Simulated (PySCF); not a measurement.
## Atomic charges by several schemes

C3H2F3OS (charge -1).
Geometry (GFN2-xTB, Å), atoms numbered from 1 in this order:
```xyz
10
C3H2F3OS angstrom
C     -1.0214    0.4957    0.8774
C     -0.7823    0.8219   -0.3964
S     -1.5587    1.9225   -1.3766
O      0.3316    0.1452   -1.1274
C      1.0694   -0.7363   -0.5772
F      1.9999   -1.1896   -1.4554
F      1.8061   -0.3393    0.5004
F      0.4531   -1.8731   -0.1418
H     -0.4622   -0.2346    1.4336
H     -1.8267    0.9923    1.3848
```

Density: PBE0/pcSseg-1 (PySCF); schemes: Mulliken, IAO, Hirshfeld and ESP-fitted. One conformer (not necessarily the lowest) at the GFN2-xTB geometry, without solvent, vibrations or thermal averaging. The pcSseg-1 basis has no diffuse functions, a weakness for an anion.

For which atoms does the sign change between the 4 schemes (beyond +0.03 e in one, beyond −0.03 e in another)?

For none.

Do the Mulliken, IAO, Hirshfeld and ESP-fitted schemes agree on where the charge is lowest?

The schemes don't all agree: Mulliken S3 (-0.466); IAO C1 (-0.498); Hirshfeld S3 (-0.508); ESP-fitted C1 (-0.625).

At which atom do the 4 schemes differ most?

At C5: from +0.296 (Hirshfeld) to +0.997 e (ESP-fitted), 0.701 e apart.

Tabulate the Mulliken, IAO, Hirshfeld and ESP-fitted charges.

In e:

| atom | environment | Mulliken | IAO | Hirshfeld | ESP-fitted |
| --- | --- | --- | --- | --- | --- |
| C1 | carbon bonded to C and 2 H | -0.251 | -0.498 | -0.241 | -0.625 |
| C2 | vinylic carbon bearing oxygen | -0.026 | +0.067 | +0.008 | +0.249 |
| S3 | sulfur bonded to C | -0.466 | -0.481 | -0.508 | -0.621 |
| O4 | ether oxygen | -0.454 | -0.343 | -0.148 | -0.417 |
| C5 | CF3 carbon | +0.940 | +0.934 | +0.296 | +0.997 |
| F6 | fluorine of a CF3 group | -0.299 | -0.312 | -0.144 | -0.318 |
| F7 | fluorine of a CF3 group | -0.309 | -0.320 | -0.134 | -0.301 |
| F8 | fluorine of a CF3 group | -0.309 | -0.320 | -0.134 | -0.301 |
| H9 | hydrogen on C1 | +0.089 | +0.127 | -0.007 | +0.169 |
| H10 | hydrogen on C1 | +0.086 | +0.147 | +0.013 | +0.169 |

Mean size of the charges over all atoms: ESP-fitted 0.417 e, IAO 0.355 e, Mulliken 0.323 e, Hirshfeld 0.164 e. Each set sums to the total charge, -1, to within 0.001 e. The Hirshfeld scheme weights the molecular density at each point by an atom's share of the summed free-atom densities.

Sum the charges by element, for elements with more than one atom.

```json
{"element": "C", "atoms": "3", "Mulliken": "+0.663", "IAO": "+0.503", "Hirshfeld": "+0.064", "ESP-fitted": "+0.621"}
{"element": "F", "atoms": "3", "Mulliken": "-0.918", "IAO": "-0.952", "Hirshfeld": "-0.413", "ESP-fitted": "-0.920"}
{"element": "H", "atoms": "2", "Mulliken": "+0.175", "IAO": "+0.274", "Hirshfeld": "+0.005", "ESP-fitted": "+0.338"}
```

How many electrons does the Mulliken scheme count on C2?

Z − q = 6 − (-0.026) = 6.026.
